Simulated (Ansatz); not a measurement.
Geometry optimisation, Ansatz 0.2.0, RKS r2SCAN-D4/def2-SVP.

Input:

```yaml
crystal:
  periodic: [false, false, false]
  atoms:
    - { symbol: W, position_ang: [0.0, 0.0, 0.0] }
    - { symbol: H, position_ang: [0.0, 0.0, 1.72] }
    - { symbol: F, position_ang: [1.85, 0.0, 0.0] }
    - { symbol: F, position_ang: [0.0, 1.85, 0.0] }
    - { symbol: Cl, position_ang: [-2.39, 0.0, 0.0] }
    - { symbol: F, position_ang: [0.0, -1.85, 0.0] }
    - { symbol: Cl, position_ang: [0.0, 0.0, -2.39] }
basis:
  gaussian: { orbitals: def2-SVP }
hamiltonian:
  xc: r2scan
  dispersion: d4
relax:
  f_tol: 0.02
  max_steps: 40
output:
  orbitals: {}
```

Command:

```bash
$ ansatz run input.yaml --threads 4 --pin off --max-ram 5120MiB --backend cpu --events-out ev --progress --plain --runs-dir out
```

**Question.** Where does it end, and by what steps?

**Answer.** The forces met the threshold. After 8 steps the energy has fallen by 0.365 eV; Cl5 moved furthest, 0.28 Å.

```csv
step,energy less start (eV),largest force component (eV/Å),accepted
0,0.0000,2.254,yes
1,-0.3216,0.527,yes
2,-0.3418,0.082,yes
3,-0.3463,0.105,yes
4,-0.3403,0.508,no
5,-0.3555,0.125,yes
6,-0.3587,0.238,yes
7,-0.3640,0.126,yes
8,-0.3649,0.015,yes
```

```xyz
7
Properties=species:S:1:pos:R:3
W -0.099 0.000 -0.143
H 0.116 0.000 1.561
F 1.757 0.000 0.070
F -0.125 1.841 0.013
Cl -2.327 0.000 0.269
F -0.125 -1.841 0.013
Cl 0.263 0.000 -2.454
```

The run took 44 s on 4 threads of Arm Neoverse V1, with other jobs on the host, peak memory 0.22 GiB.
